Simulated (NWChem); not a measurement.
System: C$_{2}$H$_{6}$BClO; SMILES CCOBCl

```xyz
11

B     -0.4066    -0.6535    -0.4243
H     -1.0321    -0.5169    -1.4489
Cl     0.1621    -2.2579     0.0227
O     -0.1281     0.3664     0.3886
C     -0.5293     1.6982     0.1135
C      0.6764     2.5770    -0.1238
H     -1.2084     1.7136    -0.7565
H     -1.0986     2.0506     0.9886
H      1.2312     2.2536    -1.0175
H      0.3628     3.6212    -0.2722
H      1.3601     2.5394     0.7370
```
Atoms are numbered in this order, from 1.

Level: PBE0/def2-SVP (NWChem), optimised geometry, unscaled harmonic frequencies. 

Task: List the harmonic frequencies with IR intensities, and the thermochemistry.

Result: 
```csv
frequency (cm⁻¹),IR intensity (km/mol)
60,1.1
120,0.0
198,0.7
291,0.3
361,11.1
452,2.4
808,13.2
844,75.4
867,27.0
901,2.4
1066,52.8
1122,20.9
1135,0.1
1186,40.9
1303,64.4
1370,113.7
1405,276.3
1446,220.6
1455,7.3
1473,4.3
1499,46.4
2636,117.8
3059,35.1
3065,8.7
3121,14.1
3166,16.9
3171,11.5
```

```json
{
  "zero_point_energy": "53.7 kcal/mol",
  "thermal correction to the enthalpy at 298.15 K (with zero-point energy)": "58.3 kcal/mol",
  "heat capacity Cv": "20.3 cal/(mol K)",
  "entropy at 298.15 K and 1 atm (symmetry number 1)": "80.1 cal/(mol K)",
  "dipole_moment": "2.80 D"
}
```

Rigid rotor and harmonic oscillator; modes under 100 cm⁻¹ make the entropy uncertain.
